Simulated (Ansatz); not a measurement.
Consider the formal hydrolysis of the Si–C bond: `FC#C[SiH3]` + H₂O → `O[SiH3]` + `C#CF`.

Calculated with Ansatz (gas phase, PBE0-D4/def2-TZVP geometries, no zero-point term in ΔE). CCSD(T)/CBS is the MP2 limit (def2-TZVPP, def2-QZVPP) plus CCSD(T) − MP2 in def2-TZVPP, frozen cores. This one scheme is used for every species. Functionals use def2-TZVPP.

CCSD(T)/CBS gives -38.6 kJ/mol.

Q: Another level gave -35.5 kJ/mol. Which?
A. r2SCAN0-D4/def2-TZVPP
B. BHLYP/def2-TZVPP
C. HF/def2-TZVPP
D. LDA (SPW92)/def2-TZVPP

A: D. LDA (SPW92) -35.5, r2SCAN0-D4 -39.7, HF/def2-TZVPP -54.6, BHLYP -49.2 kJ/mol.

Largest T1 diagnostic among the species: 0.013.

From BLYP to BHLYP (50 % exact exchange), in def2-TZVPP and without D4, ΔE moves by −6.9 kJ/mol. In def2-TZVPP, CCSD(T) changes the Hartree–Fock value by +14.7 kJ/mol (the triples alone add +2.8 kJ/mol) and MP2 by +15.8 kJ/mol.
